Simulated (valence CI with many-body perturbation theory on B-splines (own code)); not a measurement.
**Level structure of Rb²²⁺**

Method: configuration interaction combined with many-body perturbation theory (CI+MBPT): five valence electrons over a frozen Dirac-Fock core [Ne], a basis of 9 s, 9 p, 8 d, 6 f, 3 g, 1 h functions for each j, with the one-electron correlation potential Σ1, the two-electron term Σ2, the three-electron term Σ3, Breit, model QED; selected CI, second order for the rest, scaled by the run's own slope (own B-spline code, finite nucleus).

No measured spectrum was set against this ion. As an estimate, levels of excited configurations hold to 0.05 to 0.15 % of their energy, terms of the ground configuration to about 0.5 %. Among the levels kept, up to 1700 cm⁻¹ of a level comes from second order outside the variational space, and about a tenth of that is noise between levels of different J, which matters for small intervals.

Levels 1 to 35 of 35, with energies above the lowest level, 3s2 3p3 4S°_3/2. "Leading %" is the weight of the configuration and term that name the level; weights of strongly mixed levels are sums over their largest components and can fall short, so below about 35 % the name and the second component can differ from the true leading terms, or belong to a minority configuration. In the jj column 3d3/2^4 stands for four electrons in 3d with j = 3/2. Lifetimes count E1, E2, E3, M1 and M2 decay at the calculated energies, and are blank where another channel may lead or the interval is too uncertain; long ones can be off by a factor of two.

```csv
No.,Configuration,Term,J,E (eV),Leading %,Lifetime,Leading jj,Second component
1,3s2 3p3,4S°,3/2,0.00,63,,3s^2 3p1/2^2 3p3/2 (79 %),24 % 3s2 3p3 2P°
2,3s2 3p3,2D°,3/2,10.79,61,85.9 μs,3s^2 3p1/2 3p3/2^2 (82 %),26 % 3s2 3p3 4S°
3,3s2 3p3,2D°,5/2,14.72,98,461 μs,3s^2 3p1/2 3p3/2^2 (98 %),
4,3s2 3p3,2P°,1/2,20.66,97,46.6 μs,3s^2 3p1/2 3p3/2^2 (97 %),
5,3s2 3p3,2P°,3/2,29.96,63,18.5 μs,3s^2 3p3/2^3 (93 %),26 % 3s2 3p3 2D°
6,3s 3p4,4P,5/2,67.49,81,206 ps,3s 3p1/2^2 3p3/2^2 (80 %),8 % 3s2 3p2 3d 4P
7,3s 3p4,4P,3/2,74.62,73,129 ps,3s 3p1/2 3p3/2^3 (50 %),9 % 3s2 3p2 3d 4P
8,3s 3p4,4P,1/2,76.25,74,116 ps,3s 3p1/2^2 3p3/2^2 (51 %),14 % 3s 3p4 2S
9,3s 3p4,2D,3/2,83.99,46,98.8 ps,3s 3p1/2 3p3/2^3 (45 %),13 % 3s 3p4 4P
10,3s 3p4,2D,5/2,87.74,67,116 ps,3s 3p1/2 3p3/2^3 (70 %),20 % 3s2 3p2 3d 2D
11,3s2 3p2 3d,4F,3/2,92.76,44,137 ps,3s^2 3p1/2^2 3d3/2 (62 %),17 % 3s 3p4 2D
12,3s2 3p2 3d,2P,3/2,95.17,35,72.7 ps,3s^2 3p1/2 3p3/2 3d3/2 (46 %),29 % 3s2 3p2 3d 4F
13,3s 3p4,2P,1/2,95.59,27,37.5 ps,3s 3p1/2 3p3/2^3 (30 %),25 % 3s 3p4 2S
14,3s2 3p2 3d,4F,5/2,96.33,56,187 ps,3s^2 3p1/2^2 3d5/2 (58 %),25 % 3s2 3p2 3d 4D
15,3s2 3p2 3d,2F,5/2,100.62,66,852 ps,3s^2 3p1/2 3p3/2 3d3/2 (83 %),22 % 3s2 3p2 3d 4F
16,3s2 3p2 3d,4F,7/2,102.19,83,3.92 ns,3s^2 3p1/2 3p3/2 3d5/2 (64 %),8 % 3s2 3p2 3d 4D
17,3s2 3p2 3d,4D,1/2,102.76,69,91.7 ps,3s^2 3p1/2 3p3/2 3d3/2 (64 %),16 % 3s 3p4 2S
18,3s2 3p2 3d,2F,7/2,103.75,51,7.57 ns,3s^2 3p1/2 3p3/2 3d5/2 (55 %),41 % 3s2 3p2 3d 4D
19,3s2 3p2 3d,4D,3/2,104.81,71,61.1 ps,3s^2 3p1/2 3p3/2 3d3/2 (43 %),11 % 3s2 3p2 3d 4F
20,3s2 3p2 3d,4F,9/2,106.31,75,,3s^2 3p1/2 3p3/2 3d5/2 (79 %),23 % 3s2 3p2 3d 2G
21,3s2 3p2 3d,4D,5/2,107.85,49,72.0 ps,3s^2 3p1/2 3p3/2 3d5/2 (64 %),24 % 3s2 3p2 3d 2F
22,3s2 3p2 3d,2P,1/2,108.80,27,49.9 ps,3s^2 3p3/2^2 3d5/2 (43 %),26 % 3s 3p4 2S
23,3s2 3p2 3d,2G,7/2,114.11,47,196 ps,3s^2 3p1/2 3p3/2 3d5/2 (28 %),27 % 3s2 3p2 3d 4D
24,3s 3p4,2P,3/2,115.27,42,6.15 ps,3s^2 3p1/2 3p3/2 3d5/2 (31 %),27 % 3s2 3p2 3d 2P
25,3s2 3p2 3d,4P,5/2,116.59,65,6.19 ps,3s^2 3p1/2 3p3/2 3d5/2 (40 %),9 % 3s2 3p2 3d 4D
26,3s2 3p2 3d,2F,7/2,117.99,41,313 ps,3s^2 3p3/2^2 3d5/2 (75 %),34 % 3s2 3p2 3d 2G
27,3s2 3p2 3d,4P,3/2,118.36,53,6.46 ps,3s^2 3p1/2 3p3/2 3d3/2 (43 %),24 % 3s2 3p2 3d 2P
28,3s2 3p2 3d,4P,1/2,119.12,55,5.72 ps,3s^2 3p1/2 3p3/2 3d3/2 (74 %),15 % 3s2 3p2 3d 2S
29,3s2 3p2 3d,2G,9/2,120.90,75,47.5 μs,3s^2 3p3/2^2 3d5/2 (79 %),23 % 3s2 3p2 3d 4F
30,3s2 3p2 3d,2D,3/2,121.68,69,19.5 ps,3s^2 3p1/2 3p3/2 3d5/2 (48 %),13 % 3s2 3p2 3d 4P
31,3s2 3p2 3d,2D,5/2,125.57,68,6.32 ps,3s^2 3p1/2 3p3/2 3d5/2 (39 %),23 % 3s2 3p2 3d 2F
32,3s2 3p2 3d,2P,1/2,125.70,36,5.55 ps,3s^2 3p3/2^2 3d3/2 (46 %),35 % 3s 3p4 2P
33,3s2 3p2 3d,2P,1/2,129.32,74,8.18 ps,3s^2 3p1/2 3p3/2 3d5/2 (72 %),14 % 3s2 3p2 3d 2S
34,3s2 3p2 3d,2D,3/2,129.48,57,5.50 ps,3s^2 3p3/2^2 3d3/2 (57 %),14 % 3s 3p4 2D
35,3s2 3p2 3d,2D,5/2,130.06,39,5.73 ps,3s^2 3p3/2^2 3d3/2 (37 %),39 % 3s2 3p2 3d 2F
```

Names give the largest LS component (configuration and term), which can be under half, so a name can repeat, a term be missing and a line seem to break the LS rules; names also repeat where a configuration has a term twice.

The ionisation energy to 3s2 3p2 3P_0 of the next ion comes out as 1014.7 eV (NIST: 1024 ± 4 eV (semi-empirical), further off than twice its uncertainty). All 35 levels together are meant to be complete up to 130.58 eV.
